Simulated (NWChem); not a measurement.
System meant: BiHOCl₂; SMILES [OH][Bi]([Cl])[Cl]

Here is an NWChem input.

```
start job
memory heap 200 mb stack 900 mb global 1100 mb
geometry units angstroms noautoz
  Bi    -0.335215     0.191767     0.000000
  Cl     1.282209    -0.017470    -1.854464
  Cl     1.282209    -0.017470     1.854464
  O     -1.047669    -1.749126     0.000000
  H     -0.344540    -2.413696     0.000000
end
basis spherical
  Bi library def2-svp
  Cl library def2-svp
  O library def2-svp
  H library def2-svp
end
dft
  xc pbe0
  iterations 150
  mulliken
end
task dft energy
```

End of the output:

```
          Convergence Information
          -----------------------
          Convergence aids based upon iterative change in
          total energy or number of iterations.
          Levelshifting, if invoked, occurs when the
          HOMO/LUMO gap drops below (HL_TOL):  1.00D-02
          DIIS, if invoked, will attempt to extrapolate
          using up to (NFOCK): 10 stored Fock matrices.

                    Damping( 0%)  Levelshifting(0.5)       DIIS
                  --------------- ------------------- ---------------
          dE  on:    start            ASAP                start
          dE off:    2 iters        150 iters           150 iters

      Screening Tolerance Information
      -------------------------------
          Density screening/tol_rho:  1.00D-10
          AO Gaussian exp screening on grid/accAOfunc:  14
          CD Gaussian exp screening on grid/accCDfunc:  20
          XC Gaussian exp screening on grid/accXCfunc:  20
          Schwarz screening/accCoul:  1.00D-08

      Superposition of Atomic Density Guess
      -------------------------------------

      charge =      83.0 Bi (Bismuth)

      symmetry species            s     p     d     f
      number of basis functions =10     7     6     0
      number of cont. functions = 4     4     2     0
      number of closed shells   = 6     4     3     1
      number of open shells     = 0     1     0     0
      open shell occupation     = 0     3     0     0
 ------------------------------------------------------------------------
 atomscf:atomd: error in atom scf                   0
 ------------------------------------------------------------------------
 ------------------------------------------------------------------------
  current input line :
    21: task dft energy
 ------------------------------------------------------------------------
 ------------------------------------------------------------------------
 This error has not yet been assigned to a category
 ------------------------------------------------------------------------
 For more information see the NWChem manual at https://nwchemgit.github.io

0:atomscf:atomd: error in atom scf:Received an Error in Communication
```

Task: Can this run be used? If not, why, and what is the fix?

Result: The program stopped with an error. Cause: the def2 basis of a heavy element holds valence functions alone and wants its effective core potential (without it all electrons must fit into that basis). This input runs:
```
start job
memory heap 200 mb stack 900 mb global 1100 mb
geometry units angstroms noautoz
  Bi    -0.335215     0.191767     0.000000
  Cl     1.282209    -0.017470    -1.854464
  Cl     1.282209    -0.017470     1.854464
  O     -1.047669    -1.749126     0.000000
  H     -0.344540    -2.413696     0.000000
end
basis spherical
  Bi library def2-svp
  Cl library def2-svp
  O library def2-svp
  H library def2-svp
end
ecp
  Bi library def2-ecp
end
dft
  xc pbe0
  iterations 150
  mulliken
end
task dft energy
```
It converges to -1210.21680 Ha (PBE0/def2-SVP with def2 effective core potentials on Bi).
